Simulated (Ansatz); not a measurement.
Reactions of C$_{4}$H$_{8}$O, SMILES `CC1(C)CO1`.

Computed with Ansatz on PBE0-D4/def2-TZVP structures; ΔE is electronic, products minus reactants. CCSD(T)/CBS is the MP2 limit (def2-TZVPP, def2-QZVPP) plus CCSD(T) − MP2 in def2-TZVPP, frozen cores. This one scheme is used for every species. Functionals use def2-TZVPP. def2 core potentials past Kr. For Mo, Sn outer-core shells are correlated without core-valence functions, which leaves a few kJ/mol of doubt a bond. Each species was taken in one conformer, which may not be the lowest.

```
                                                                        reaction  ωB97M-V (kJ/mol)  B2PLYP (kJ/mol)  ωB97X-V (kJ/mol)  PBE-D4 (kJ/mol)  CCSD(T)/CBS(def2) (kJ/mol)
`CC1(C)CO1` + `C[N]=[Mo](=[O])([OH])[F]` → `C[N]=[Mo](=[O])([F])[O]C` + `CC1CO1`                65               57                61               58                          65
                                       `CC1(C)CO1` + `C=CS` → `C=CSC` + `CC1CO1`                22               19                22               17                          23
                                     `CC1(C)CO1` + `N=CO` → `C/N=C/O` + `CC1CO1`                44               39                42               38                          45
                  `CC1(C)CO1` + `[NH2][SnH2][OH]` → `C[O][SnH2][NH2]` + `CC1CO1`                71               68                68               68                          73
```

Largest T1 diagnostic: 0.022, for `C[N]=[Mo](=[O])([OH])[F]`.
